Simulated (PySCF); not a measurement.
## UHF on Nb²⁺ (niobium, charge +2)

Configuration: [Kr] 4d3, high-spin 4F determinant. All numbers are calculated (PySCF 2.14, scalar relativity by spin-free X2C-1e, in ANO-RCC-VTZP (7s6p4d2f1g, 68 functions)).

```
Total energy                        : -3816.426937 hartree
One-electron energy                 : -5244.4359 hartree
Hartree (Coulomb) energy            : 1545.5179 hartree
Exchange energy                     : -117.5089 hartree
⟨S²⟩                                : 3.7553
⟨L²⟩                                : 12.057
Sum of ⟨r⟩                          : 24.70 bohr
Sum of ⟨r²⟩                         : 30.96 bohr²
Langevin diamagnetic susceptibility : -24.5 ×10⁻⁶ cm³/mol
```

```csv
shell,electrons,mean orbital energy (eV),spread (eV),"rms radius, mean of both spins (bohr)"
1s β,1,-19103.1,0,0.0415
1s α,1,-19103.0,0,0.0415
2s α,1,-2761.4,0,0.171
2s β,1,-2760.9,0,0.171
2p α,3,-2462.2,0,0.152
2p β,3,-2461.7,0,0.152
3s α,1,-507.54,0,0.471
3s β,1,-507.29,0,0.471
3p α,3,-406.81,0,0.478
3p β,3,-406.49,0,0.478
3d α,5,-241.96,0.827,0.473
3d β,5,-241.16,0.201,0.473
4s α,1,-91.997,0,1.24
4s β,1,-88.381,0,1.24
4p α,3,-63.355,0,1.39
4p β,3,-58.338,0,1.39
4d α,3,-25.418,0,2.01
```

Densities and radii are taken from the X2C orbitals without a picture-change correction, which distorts them close to the nucleus.

Spin-orbit constants ζ (cm⁻¹) from the X2C one-electron operator on these orbitals: bare nucleus, nucleus screened by l(l+1)(2l+1)/3 electrons, and screened by the Breit-Pauli mean field of the electrons.

```csv
shell,bare,screened nucleus,mean field
2p,523300,497800,n/a
3p,85660,81480,n/a
3d,11910,9004,n/a
4p,10610,10090,n/a
4d,801.0,605.6,n/a
```

To first order the Landé constant is A = 201.9 cm⁻¹, so the lowest level has J = 3/2 and lies 0.150 eV below the centre of the term. This holds in LS coupling only.
